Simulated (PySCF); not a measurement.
Mapped SMILES: `[SiH3:1][SiH2:2][c:3]1[cH:4][cH:5][cH:6][s:7]1` (H(Xn): hydrogen on atom n).

Geometry: GFN2-xTB; GIAO shifts from PySCF 2.14.0 with density-fitted response routines, gas phase, non-relativistic, averaged over equivalent atoms.

At revPBE/pcSseg-1 (180 basis functions, 32 s wall time on 1 thread of an Arm Neoverse V2, shared host):
| atoms | δ (ppm) |
| --- | --- |
| Si2 | -83.5 |
| Si1 | -118.2 |
| C4 | 136.6 |
| C6 | 136.4 |
| C3 | 131.8 |
| C5 | 127.7 |
| H(C6) | 7.44 |
| H(C4) | 7.37 |
| H(C5) | 7.21 |
| H(Si2) | 4.88 |
| H(Si1) | 3.48 |

Referencing at the same level of theory: TMS for ²⁹Si (σ = 336.46 ppm), ¹³C (σ = 182.71 ppm), ¹H (σ = 31.77 ppm).

Estimate the result of repeating the calculation with PBE0/pcSseg-1.

Answers


| atoms | δ at PBE0/pcSseg-1 | change |
| --- | --- | --- |
| Si2 | -80.4 | +3.1 |
| Si1 | -114.2 | +4.0 |
| C4 | 141.5 | +4.9 |
| C6 | 142.8 | +6.4 |
| C3 | 138.1 | +6.3 |
| C5 | 131.9 | +4.2 |
| H(C6) | 7.59 | +0.15 |
| H(C4) | 7.45 | +0.08 |
| H(C5) | 7.27 | +0.06 |
| H(Si2) | 4.83 | -0.05 |
| H(Si1) | 3.45 | -0.03 |

Referencing at the same level of theory: ²⁹Si (σ = 349.16 ppm), ¹³C (σ = 186.93 ppm), ¹H (σ = 31.72 ppm) against TMS.

The largest change is at C6 (aromatic CH next to the ring sulfur). Cost: 180 basis functions, 25 s wall time on 1 thread of an Arm Neoverse V2, shared host. The order of the carbon signals changes between the two levels.
